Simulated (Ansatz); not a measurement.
Consider the substitution at a C–N bond: `C=CN(C)C` + `F[Si](F)(F)[SeH]` → `C=C[Se][Si](F)(F)F` + dimethylamine.

Calculated with Ansatz (gas phase, PBE0-D4/def2-TZVP geometries, no zero-point term in ΔE). CBS: MP2 limit from def2 TZ/QZ plus the TZ coupled-cluster correction, frozen cores. DFT in def2-TZVPP. B3LYP here is the variant with VWN-RPA as its local correlation; programs differ in this. For Se outer-core shells are correlated without core-valence functions, which leaves a few kJ/mol of doubt a bond. Scalar relativity is left out up to krypton. Each species was taken in one conformer, which may not be the lowest.

```tsv
level	ΔE (kcal/mol)
PBE-D4	6.8
PBE0-D4	6.7
B3LYP-D4	6.1
ωB97X-V	6.1
B3LYP	6.6
MP2/def2-TZVPP	5.0
CCSD(T)/def2-TZVPP	4.8
CCSD/CBS(def2)	4.7
```

Question: What does CCSD(T)/CBS give? (Estimate.)

Answer: Ansatz gave: +4.8 kcal/mol. The listed levels differ from it by 2.0, 1.9, 1.3, 1.3, 1.8, 0.2, 0.0, -0.1 kcal/mol.

Largest T1 diagnostic among the species: 0.011.
